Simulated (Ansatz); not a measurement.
Born–Oppenheimer molecular dynamics of ClGaH₃N (6 atoms, charge 0, multiplicity 1). It goes on from the last frame of an earlier run, with new velocities.

Computed with RKS B3LYP/def2-SVP (Ansatz 0.2.0).

```json
{
 "ensemble": "NVE (velocity Verlet)",
 "time step": "2 fs",
 "steps asked": "40",
 "starting velocities drawn for": "1000 K",
 "seed": "134259"
}
```

First frame:

```xyz
6
Properties=species:S:1:pos:R:3
Ga -0.105 0.264 0.008
Cl -0.239 -1.000 1.717
N 1.649 0.263 -0.639
H 2.402 -0.015 -0.032
H 1.968 1.036 -1.257
H -1.333 1.053 -0.629
```

(1) What does the run give?

(2) What happens to the structure?

(3) How do temperature and energy run in time?

Answers

(1) The run went to its last step.

```json
{"steps done": "40", "time covered": "80 fs", "mean temperature over the second half": "585 K", "spread of the potential energy over the second half": "10.1 meV per atom", "mean potential energy of the second half above the start": "37.8 meV per atom"}
```

The conserved energy wandered by up to 6.6 meV per atom (net 5.1 meV per atom), which is poor conservation. A step of 2 fs is long for free X–H stretches (periods near 10 fs) and can bias their spread and the temperature. A run of 0.08 ps of so small a system gives no equilibrium averages.

(2) The same pairs are bonded in the first frame and the last. Pairs count as bonded within 1.25 times the sum of covalent radii (0.12 Å more for H–H). This is one draw of velocities; another would differ in detail.

(3) 
```csv
time (fs),T (K),potential energy less start (eV),conserved less start (meV/atom)
0,1000,0.000,0.00
6,834,0.118,5.32
12,590,0.213,0.15
18,258,0.423,6.56
24,341,0.341,0.01
30,439,0.316,4.23
36,575,0.220,0.08
42,630,0.201,1.66
48,678,0.177,1.80
54,698,0.156,-0.07
60,526,0.273,4.69
66,445,0.287,-0.01
72,438,0.325,5.77
78,697,0.153,-0.58
```

The run took 64 s on 2 threads of Arm Neoverse V1 (shared host), peak memory 0.15 GiB.
